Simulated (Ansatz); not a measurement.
Job for Ansatz (a program for electronic structure): R-SVWN5/def2-TZVPP on CH5B (SMILES BC), a point of a torsion scan.

Ansatz 0.2 input:
```yaml
crystal:
  periodic: [false, false, false]
  atoms:
    - {symbol: B, position_ang: [0.89504092, 0.08417982, 0.01669646]}
    - {symbol: C, position_ang: [-0.66489020, -0.03973572, 0.02984002]}
    - {symbol: H, position_ang: [1.55089743, -0.88022778, -0.08030480]}
    - {symbol: H, position_ang: [1.41704993, 1.12991642, 0.06577035]}
    - {symbol: H, position_ang: [-1.01887651, -0.89331480, 0.60513038]}
    - {symbol: H, position_ang: [-0.99093162, -0.22335218, -0.99614806]}
    - {symbol: H, position_ang: [-1.18975510, 0.84764523, 0.37385870]}
basis:
  gaussian:
    orbitals: def2-TZVPP
hamiltonian:
  xc: {name: SVWN5}
scf: {lower_state_search: off}
```

The head of its log:

```
WARN ansatz: RAYON_NUM_THREADS=1 ignored (pool sized by the plan → 1); use --threads N
Functional definition: SVWN5
these checks for a lower state are left out or cut short: stability, starts, cluster_reference, orbital_swaps, neighbouring_geometries, increment
integrals: 0.03 GiB planned
644 factors; their error is unknown
mean field: 0.32 GiB planned
mean field evaluation 1: about -1766.4303 eV, gradient 6.2e1 eV
mean field evaluation 2: about -1755.8697 eV, gradient 8.2e1 eV
```

Question: Predict the final total energy.

Answer: -65.2528 hartree.
